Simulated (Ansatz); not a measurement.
(LiNH2)3 ring (Li₃N₃H₆). The state is a triplet with charge 0. Geometry PBE-D4/def2-SVP, that of the neutral singlet; atoms count from 1.

```xyz
12

Li    0.691   -0.713    1.332
N     0.712   -1.979   -0.116
Li   -0.131   -0.848   -1.422
N    -0.878    0.903   -1.688
Li   -0.567    1.558    0.093
N     0.164    1.074    1.804
H     0.209   -2.861    0.078
H     1.654   -2.315   -0.380
H    -1.868    0.911   -1.985
H    -0.419    1.455   -2.432
H    -0.504    1.134    2.591
H     0.938    1.679    2.126
```

At PBE0-D4/def2-TZVP a singlet of charge 0 lies 4.57 eV below the triplet at the same geometry.

(1) Estimate the Mulliken populations from the PBE0/def2-TZVP orbitals of Ansatz.

(2) Where does the spin sit?

(3) And the Mayer bond orders between heavy atoms (over 0.3)?

## Answers

(1) 
| atom | charge (e) | spin (α − β) |
| --- | --- | --- |
| Li1 | 0.31 | 0.50 |
| N2 | -0.65 | 0.64 |
| Li3 | 0.31 | 0.50 |
| N4 | -1.13 | 0.15 |
| Li5 | 0.81 | -0.03 |
| N6 | -1.13 | 0.15 |
| H7 | 0.25 | 0.04 |
| H8 | 0.25 | 0.04 |
| H9 | 0.25 | 0.00 |
| H10 | 0.25 | 0.00 |
| H11 | 0.25 | 0.00 |
| H12 | 0.25 | 0.00 |
Mulliken values depend strongly on the basis.

(2) Summed by element: Li 0.97, N 0.95, H 0.07, of 2 unpaired in all. Largest on single atoms: N2 0.64, Li1 0.50, Li3 0.50.

(3) Li1–Li3 0.51 (2.88 Å).
